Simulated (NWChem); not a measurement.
BH$_{2}$F; SMILES BF

Program: NWChem. Geometry: optimised at B3LYP/6-31G* (spherical d). Ions are spin-unrestricted doublets at the neutral geometry; other ion states weren't tried.

Task: What does the run give for PBE0/def2-SVP? Quantities: vertical ionisation energy, ΔSCF (eV); −ε(HOMO) (eV).

Result: 
* **vertical ionisation energy, ΔSCF (eV)**: 12.42
* **−ε(HOMO) (eV)**: 9.26
